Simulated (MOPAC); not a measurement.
Job for MOPAC: AM1 on BH5OSi (SMILES BO[SiH3]), a point of a torsion scan.

```
AM1 1SCF PRECISE CHARGE=0 THREADS=1
BH5OSi

B      1.55129658 1    -0.35664394 1     0.28208550 1
O      0.27548317 1    -0.05933226 1     0.28953501 1
Si    -1.24844939 1     0.22944371 1    -0.14622888 1
H      2.04391601 1    -0.77551085 1     1.26830196 1
H      2.19624755 1    -0.19246210 1    -0.69385898 1
H     -1.85860314 1    -1.09197386 1    -0.28016962 1
H     -1.79454808 1     1.02817333 1     0.94926744 1
H     -1.30602971 1     0.96236142 1    -1.41507955 1
```

It printed:

```
*******************************************************************************
 **                                                                           **
 **                              MOPAC v23.2.5                                **
 **                                                                           **
 *******************************************************************************
 ** MOPAC's Digital Object Identifier: https://doi.org/10.5281/zenodo.6511958 **
 **                                                                           **
 ** Please cite the open-source release paper for use of this MOPAC version:  **
 ** J. E. Moussa and J. J. P. Stewart (2026)                                  **
 ** MOPAC: An open-source semiempirical molecular orbital program             **
 ** J. Open Source Softw., 11(119), 8025, https://doi.org/10.21105/joss.08025 **
 *******************************************************************************

                              AM1 CALCULATION RESULTS

 *******************************************************************************
 *  AM1        - The AM1 Hamiltonian to be used
 *
 *
 *
 *                 CHARGE ON SYSTEM = 0
 *
 *
 *
 *  PRECISE    - TIGHTER CRITERIA TO BE USED
 *  1SCF       - DO 1 SCF AND THEN STOP
 *  THREADS=1  - MULTI-THREADING NOT USED
 *  T=         - A TIME OF 172800.0 SECONDS REQUESTED
 *  DUMP=N     - RESTART FILE WRITTEN EVERY 7200.0 SECONDS REQUESTED
 *******************************************************************************
AM1 1SCF PRECISE CHARGE=0 THREADS=1
 BH5OSi

   ATOM   CHEMICAL          X               Y               Z
  NUMBER   SYMBOL      (ANGSTROMS)     (ANGSTROMS)     (ANGSTROMS)

     1       B          1.55129658  *  -0.35664394  *   0.28208550  *
     2       O          0.27548317  *  -0.05933226  *   0.28953501  *
     3      Si         -1.24844939  *   0.22944371  *  -0.14622888  *
     4       H          2.04391601  *  -0.77551085  *   1.26830196  *
     5       H          2.19624755  *  -0.19246210  *  -0.69385898  *
     6       H         -1.85860314  *  -1.09197386  *  -0.28016962  *
     7       H         -1.79454808  *   1.02817333  *   0.94926744  *
     8       H         -1.30602971  *   0.96236142  *  -1.41507955  *



          CARTESIAN COORDINATES

    NO.       ATOM           X           Y           Z

     1         B          1.5513     -0.3566      0.2821
     2         O          0.2755     -0.0593      0.2895
     3        Si         -1.2484      0.2294     -0.1462
     4         H          2.0439     -0.7755      1.2683
     5         H          2.1962     -0.1925     -0.6939
     6         H         -1.8586     -1.0920     -0.2802
     7         H         -1.7945      1.0282      0.9493
     8         H         -1.3060      0.9624     -1.4151

  H: (AM1): M.J.S. DEWAR ET AL, J. AM. CHEM. SOC. 107 3902-3909 (1985)
  B: (AM1): M.J.S. DEWAR ET AL, ORGANOMETALLICS, 7, 513-521 (1988)
  O: (AM1): M.J.S. DEWAR ET AL, J. AM. CHEM. SOC. 107 3902-3909 (1985)
 Si: (AM1): M.J.S.DEWAR, C. JIE, ORGANOMETALLICS, 6, 1486-1490 (1987).

           Empirical Formula: H5 O B Si  =     8 atoms



      MOLECULAR POINT GROUP   :   C1


      RHF CALCULATION, NO. OF DOUBLY OCCUPIED LEVELS = 9


 -------------------------------------------------------------------------------
 AM1 1SCF PRECISE CHARGE=0 THREADS=1
 BH5OSi



     1SCF WAS SPECIFIED, SO BFGS WAS NOT USED
     SCF FIELD WAS ACHIEVED


                              AM1 CALCULATION
                                                       MOPAC v23.2.5 Linux




          FINAL HEAT OF FORMATION =        -62.17821 KCAL/MOL =    -260.15364 KJ/MOL


          COSMO AREA              =        110.45 SQUARE ANGSTROMS
          COSMO VOLUME            =         96.29 CUBIC ANGSTROMS

          IONIZATION POTENTIAL    =          9.906332 EV
          HOMO LUMO ENERGIES (EV) =         -9.906  0.745
          NO. OF FILLED LEVELS    =          9
          MOLECULAR WEIGHT        =         59.9344         POINT GROUP:  C1

          MOLECULAR DIMENSIONS (Angstroms)

            Atom       Atom       Distance
            H     8    H     4     4.63064
            H     5    H     7     3.79339
            H     5    H     6     2.17847


          SCF CALCULATIONS        =          1





   ATOM   CHEMICAL          X               Y               Z
  NUMBER   SYMBOL      (ANGSTROMS)     (ANGSTROMS)     (ANGSTROMS)

     1       B          1.55129658  *  -0.35664394  *   0.28208550  *
     2       O          0.27548317  *  -0.05933226  *   0.28953501  *
     3      Si         -1.24844939  *   0.22944371  *  -0.14622888  *
     4       H          2.04391601  *  -0.77551085  *   1.26830196  *
     5       H          2.19624755  *  -0.19246210  *  -0.69385898  *
     6       H         -1.85860314  *  -1.09197386  *  -0.28016962  *
     7       H         -1.79454808  *   1.02817333  *   0.94926744  *
     8       H         -1.30602971  *   0.96236142  *  -1.41507955  *

                             CARTESIAN COORDINATES

   1    B        1.551296580    -0.356643940     0.282085500
   2    O        0.275483170    -0.059332260     0.289535010
   3   Si       -1.248449390     0.229443710    -0.146228880
   4    H        2.043916010    -0.775510850     1.268301960
   5    H        2.196247550    -0.192462100    -0.693858980
   6    H       -1.858603140    -1.091973860    -0.280169620
   7    H       -1.794548080     1.028173330     0.949267440
   8    H       -1.306029710     0.962361420    -1.415079550


           Empirical Formula: H5 O B Si  =     8 atoms



      MOLECULAR POINT GROUP   :   C1


                  EIGENVALUES
 -37.61870 -22.77317 -16.74702 -15.84483 -15.35012 -14.48021 -12.03420 -11.58983
  -9.90633   0.74509   1.57697   1.67783   1.80571   3.14732   3.61615   6.45397
   7.80212


              NET ATOMIC CHARGES AND DIPOLE CONTRIBUTIONS

  ATOM NO.   TYPE          CHARGE      No. of ELECS.   s-Pop       p-Pop
    1          B           0.300340        2.6997     1.20265     1.49701
    2          O          -0.661706        6.6617     1.74289     4.91882
    3         Si           1.253750        2.7462     0.80271     1.94354
    4          H          -0.052779        1.0528     1.05278
    5          H          -0.082080        1.0821     1.08208
    6          H          -0.252114        1.2521     1.25211
    7          H          -0.243051        1.2431     1.24305
    8          H          -0.262361        1.2624     1.26236
 DIPOLE           X         Y         Z       TOTAL
 POINT-CHG.    -1.548     0.238    -0.428     1.624
 HYBRID         0.417    -0.044     0.015     0.420
 SUM           -1.131     0.194    -0.412     1.219


          ATOMIC ORBITAL ELECTRON POPULATIONS

     Atom    s        px        py        pz
    1  B   1.20265   0.55873   0.26716   0.67111
    2  O   1.74289   1.33999   1.73594   1.84289
    3 Si   0.80271   0.48177   0.73621   0.72556
    4  H   1.05278
    5  H   1.08208
    6  H   1.25211
    7  H   1.24305
    8  H   1.26236

 **********************
 *                    *
 * JOB ENDED NORMALLY *
 *                    *
 **********************




 == MOPAC DONE ==
```

The run finished.

Cost: around 0.03 core-seconds (rough).
